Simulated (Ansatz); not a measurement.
`CC(C)[NH][Ga]([Cl])[Cl]`. The species carries charge 0 and has multiplicity 1.

Z-matrix (Å, degrees):
```
C
C 1 1.522
H 1 1.093 2 111.1
H 1 1.091 2 110.8 3 120.7
H 1 1.095 2 110.5 3 -119.6
C 2 1.522 1 111.4 3 57.3
N 2 1.454 1 111.0 3 -178.4
H 2 1.096 1 108.2 3 -61.4
H 6 1.095 2 110.5 1 62.2
H 6 1.091 2 110.8 1 -178.1
H 6 1.093 2 111.1 1 -57.3
Ga 7 1.791 2 127.1 1 117.7
H 7 1.009 2 114.1 1 -62.3
Cl 12 2.128 7 120.0 2 0.0
Cl 12 2.126 7 121.0 2 -180.0
```

Q: List the harmonic frequencies (cm⁻¹, unscaled) at PBE0-D4/def2-TZVP in Ansatz. (Estimate.)

A: Computed: 24, 54, 67, 120, 138, 223, 231, 257, 341, 389, 398, 440, 456, 458, 719, 876, 926, 945, 1023, 1153, 1154, 1196, 1312, 1348, 1391, 1408, 1432, 1472, 1476, 1492, 1496, 3039, 3041, 3052, 3111, 3120, 3133, 3136, 3606.

Q: Is this a minimum?

A: Yes, all 39 modes are real.

Q: Give the ideal-gas thermochemistry at 298.15 K and 1 bar (rigid rotor, harmonic oscillator; point group Cs, symmetry number 1).

A: Zero-point energy 297.0 kJ/mol; H(298) − E = 326.9 kJ/mol; entropy 440.9 J/(mol·K), of which translation 174.9, rotation 127.2, vibration 138.8; G(298) − E = 195.4 kJ/mol. Modes under 100 cm⁻¹ are hindered rotations or soft bends, so the harmonic entropy is rough.

Q: And at 400, 500, 600, 800 and 1000 K?

A: 
```json
{"T (K)": "400", "H − E (kJ/mol)": "343.5", "S (J/mol/K)": "488.8", "G − E (kJ/mol)": "148.0"}
{"T (K)": "500", "H − E (kJ/mol)": "362.4", "S (J/mol/K)": "530.9", "G − E (kJ/mol)": "97.0"}
{"T (K)": "600", "H − E (kJ/mol)": "383.5", "S (J/mol/K)": "569.2", "G − E (kJ/mol)": "42.0"}
{"T (K)": "800", "H − E (kJ/mol)": "430.6", "S (J/mol/K)": "636.7", "G − E (kJ/mol)": "-78.8"}
{"T (K)": "1000", "H − E (kJ/mol)": "482.9", "S (J/mol/K)": "695.0", "G − E (kJ/mol)": "-212.1"}
```

Q: Rotational constants (cm⁻¹)?

A: 0.05951, 0.02473, 0.01967.
